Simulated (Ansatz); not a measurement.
Start from `[NH2][Ta](=[O])([Cl])[Cl]` and change one element to get `[NH2][Nb](=[O])([Cl])[Cl]`.

Ansatz, PBE0-D4/def2-TZVP geometries, multiplicity 1. Each molecule was computed in one conformer, which needn't be the lowest.

Elements past krypton have def2 core potentials.

| property | `[NH2][Ta](=[O])([Cl])[Cl]` |
| --- | --- |
| LUMO energy (PBE/def2-TZVPP) / eV | -2.72 |
| zero-point energy (PBE0-D4/def2-TZVP) / kJ/mol | 82.1 |
| HOMO energy (PBE/def2-TZVPP) / eV | -7.42 |
| LUMO energy (B3LYP/def2-TZVPP) / eV | -2.14 |
| HOMO–LUMO gap (B3LYP/def2-TZVPP) / eV | 6.40 |
| LUMO energy (PBE0/def2-TZVPP) / eV | -1.93 |

(1) What does the change do to each property? (Best estimate.)

## Answers

(1) The calculation gave: 
```csv
property,`[NH2][Nb](=[O])([Cl])[Cl]`,shift
LUMO energy (PBE/def2-TZVPP) / eV,-3.19,-0.47
zero-point energy (PBE0-D4/def2-TZVP) / kJ/mol,82.5,0.4
HOMO energy (PBE/def2-TZVPP) / eV,-7.42,0.00
LUMO energy (B3LYP/def2-TZVPP) / eV,-2.64,-0.50
HOMO–LUMO gap (B3LYP/def2-TZVPP) / eV,5.90,-0.50
LUMO energy (PBE0/def2-TZVPP) / eV,-2.43,-0.50
```

Positive LUMOs are unbound, so they and the gaps depend on the basis.

B3LYP here is the variant with VWN-RPA as its local correlation; programs differ in this.
